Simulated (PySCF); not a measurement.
Molecule: SMILES C[SiH2]O[SiH2]C, C2H10OSi2.

Numbering as in the mapped SMILES `[CH3:1][SiH2:2][O:3][SiH2:4][CH3:5]`; H(Xn) means a hydrogen on atom n.

Geometry PBE0-D3(BJ)/def2-SVP throughout; GIAO in PySCF 2.14.0 with density-fitted response routines, gas phase, one conformer, non-relativistic; equivalent atoms averaged; functional PBE0.

For orientation, IGLO-III gives these shifts δ (against TMS, H2O at the same level): C1/C5 1.0, Si2/Si4 -20.4, O3 40.8, H(Si2)/H(Si4) 5.23, H(C1)/H(C5) 0.29 ppm.

A run gave: C1/C5 0.9, Si2/Si4 -10.2, O3 28.9, H(Si2)/H(Si4) 5.27, H(C1)/H(C5) 0.36 ppm (shifts δ (against TMS, H2O at the same level)).

Which basis set was used in that run?
A. STO-3G
B. pcSseg-1
C. 6-311+G(2d,p)
D. aug-cc-pVDZ
E. pcSseg-0

Answers

D. Si2/Si4 tells them apart best: aug-cc-pVDZ gives -10.2, 6-311+G(2d,p) gives -17.2, pcSseg-0 gives -35.9, pcSseg-1 gives -16.5, STO-3G gives -27.1 ppm.
